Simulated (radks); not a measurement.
Values are calculated unless marked as measured or tabulated.
Question: Se9+, configuration [Ar] 3d7. Level of theory: scalar-relativistic Kohn-Sham, r2SCAN, spin-polarised, spherical densities, finite nucleus; open shells are filled with parallel spins first; meta-GGA in the generalised Kohn-Sham scheme; Fermi nuclear charge, rms radius 4.14 fm (a radial shooting solver on a logarithmic mesh with Libxc functionals). Some entries of the table are withheld. Estimate them.

orbital  occ.  eigenvalue (eV)  r(max) (bohr)
1s down     1        -12745.66        0.02880
1s up       1        -12745.65        0.02880
2s up       1        -1830.307         0.1643
2s down     1        -1825.641         0.1642
2p up       3        -1632.725            (1)
2p down     3        -1629.254            (2)
3s up       1        -412.2968         0.4935
3s down     1        -405.5817         0.4946
3p up       3              (3)         0.4890
3p down     3              (4)         0.4906
3d up       5        -245.7384            (5)
3d down     2        -238.2195            (6)

Answer: 
(1) 2p up r(max) (bohr): 0.1318
(2) 2p down r(max) (bohr): 0.1317
(3) 3p up eigenvalue (eV): -348.9574
(4) 3p down eigenvalue (eV): -342.1154
(5) 3d up r(max) (bohr): 0.4309
(6) 3d down r(max) (bohr): 0.4342
